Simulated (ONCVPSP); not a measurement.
## What the settings do to the ONCV potential of cerium

Base potential:

```
Element                 : cerium (Ce)
Generator               : ONCVPSP 4.0.1
Type                    : optimised norm-conserving Vanderbilt (ONCV)
Functional              : PBE
Relativity              : scalar-relativistic
Frozen core             : [Kr] 4d10
Valence charge          : 12
Reference configuration : 4f1 5s2 5p6 5d1 6s2
Partial waves           : 5s+6s: rc 2.65 bohr, ncon 3, nbas 8, qcut 5.7 1/bohr, 2 projectors; 5p: rc 2.05 bohr, ncon 4, nbas 8, qcut 4.2 1/bohr, 2 projectors, debl 3.6 Ha; 5d: rc 3.25 bohr, ncon 3, nbas 6, qcut 4.6 1/bohr, 2 projectors, debl 2.3 Ha; 4f: rc 1.30 bohr, ncon 4, nbas 9, qcut 10.9 1/bohr, local
Local potential         : the f channel
Core correction         : Teter function, fcfact 2.75, rcfact 1.45
```

Cutoffs, loose and tight: the cutoffs (Ha) at which the residual kinetic energy of the hardest occupied pseudo-wave falls to 1 and 0.1 mHa per electron. They do not see the model core or the augmentation charge, which bear on the density cutoff. Test errors are all-electron minus pseudo excitation energies from the reference, over the configurations 4f1 5s2 5p6 5d1 6s1; 4f1 5s2 5p6 5d1 6s0; 4f1 5s2 5p6 5d0 6s0; 4f1 5s2 5p6 5d2 6s1. A dash means not determined; rows that change the core or the reference have their own tests.

5 further variants are left out, since the program set their typed debl aside.

A true bound ghost makes a file unfit for plane-wave use even where its test errors are small: the radial tests pick states by their node count and pass the ghost by.

```tsv
change	outcome	cutoff, loose	cutoff, tight	bound ghosts	GHOST(+) flags above zero	largest test error (meV)
base	generated	60 Ha	191 Ha	s, p	d	-8.0
p: debl 1.25	generated	60 Ha	191 Ha	s, p	d	-7.4
p: debl 1.8	generated	60 Ha	191 Ha	s, p	d	-7.4
p: debl 2.4	generated	60 Ha	191 Ha	s, p	d	-7.4
p: debl 3.3	generated	60 Ha	191 Ha	s, p	d	-7.5
p: debl 4.65	generated	60 Ha	191 Ha	s, p	d	-7.3
```

Reading the sweep of the debl of the p channel (base included, trends over the rows without a ghost): Bound ghosts are found at 1.25, 1.8, 2.4, 3.3, 3.6, 4.65 Ha. Every judged row has one, so this setting neither creates nor removes them.
